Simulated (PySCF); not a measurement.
C₂H₂F, SMILES [CH]=CF, multiplicity 2. Atoms are numbered in the order given.

```xyz
5

C      0.1104    -1.2565     0.0000
C     -0.4443    -0.0816     0.0000
F      0.2732     1.0762     0.0000
H      1.0545    -1.7674     0.0000
H     -1.5100     0.1106     0.0000
```
Charge 0, spin multiplicity 2.

Coordinates come from a B3LYP-D3(BJ)/def2-TZVP optimisation. The isomer is the one that the SMILES or the coordinates give; other isomers of the formula were not compared.

Two levels are set side by side: PBE/pcH-1 (PySCF) and B3LYP/pcH-1 (PySCF). Contact hyperfine couplings, same geometry. Differences are taken from unrounded values.

| quantity | B3LYP |
|---|---|
| A(iso) of 13C, atom C1 (MHz) | 303.7 |
| A(iso) of 13C, atom C2 (MHz) | 50.0 |
| A(iso) of 19F, atom F3 (MHz) | 284.4 |
| A(iso) of 1H, atom H4 (MHz) | 3.8 |
| A(iso) of 1H, atom H5 (MHz) | 51.7 |

Problem. What does PBE give, and how far is it from B3LYP? (The exact figures need the calculation; the answer reports its results.)

Solution. 
```
quantity                        PBE  PBE minus B3LYP
----------------------------  -----  ---------------
A(iso) of 13C, atom C1 (MHz)  280.7            -23.0
A(iso) of 13C, atom C2 (MHz)   54.7              4.6
A(iso) of 19F, atom F3 (MHz)  292.3              8.0
A(iso) of 1H, atom H4 (MHz)    -0.1             -3.9
A(iso) of 1H, atom H5 (MHz)    49.4             -2.3
```

Rough cost on one machine, each run with all the roots and properties that it gave: B3LYP against PBE within a factor of 2.
